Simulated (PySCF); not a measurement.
Ionisation energy of Pm by level of theory

Pm [Xe] 4f5 6s2 [4f5/2^5, M_J = 5/2] → Pm⁺ [Xe] 4f5 6s1 [4f5/2^5 6s1/2^1, M_J = 2], as a difference of total energies. Computed with PySCF 2.14 in x2c-TZVPall-2c (11s11p10d4f1g, 131 functions), with the two-component X2C-1e Hamiltonian. Correlated levels: [Ar] 3d10 frozen; the 18 highest virtual spinors dropped. "Screened" scales the spin-orbit matrix elements by Boettger's factors to mimic the two-electron term; Breit and QED terms are absent.

```tsv
method	ionisation energy (eV)
GHF (spin-free)	4.539
GMP2 (spin-free)	5.444
GHF (screened spin-orbit)	4.540
GMP2 (screened spin-orbit)	5.445
```

Problem. How much does correlation contribute at GMP2 (screened spin-orbit)?

Solution. 5.445 − (4.540) = 0.905 eV, measured against GHF (screened spin-orbit).

The spin-free rows relax to the high-spin LS determinant and lack the spin-orbit shift.

The labels give the starting determinants; with spin-orbit coupling the two ends relaxed to ⟨J²⟩ = 13.17, ⟨L²⟩ = 29.87, ⟨S²⟩ = 8.71 and ⟨J²⟩ = 11.43, ⟨L²⟩ = 29.88, ⟨S²⟩ = 11.94.

The determinant of Pm and of Pm⁺ mixes levels of different J (the jj label is only the starting occupation), so the difference between spin-free and spin-orbit rows is not the physical spin-orbit shift.

For comparison: 5.582 eV (measured; NIST Atomic Spectra Database, ionization energies).
